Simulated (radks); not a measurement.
Q: Valence configurations of the carbon ion C+ (all share [He]). Method: non-relativistic Kohn-Sham, BLYP, spin-polarised, spherical densities, point nucleus; open shells are filled with parallel spins first; computed with a radial shooting solver on a logarithmic mesh with Libxc functionals. Order these by energy: 2p3; 2s2 2p1; 2s1.5 2p1.5; 2s1 2p2.

A: From the lowest, in eV above it: 2s2 2p1 0.000; 2s1.5 2p1.5 3.053; 2s1 2p2 5.260; 2p3 14.024. NIST lists [He] 2s2 2p1 as the ground configuration; this level of theory agrees among the configurations tried. The energies are those of spherical high-spin densities, not of single terms.
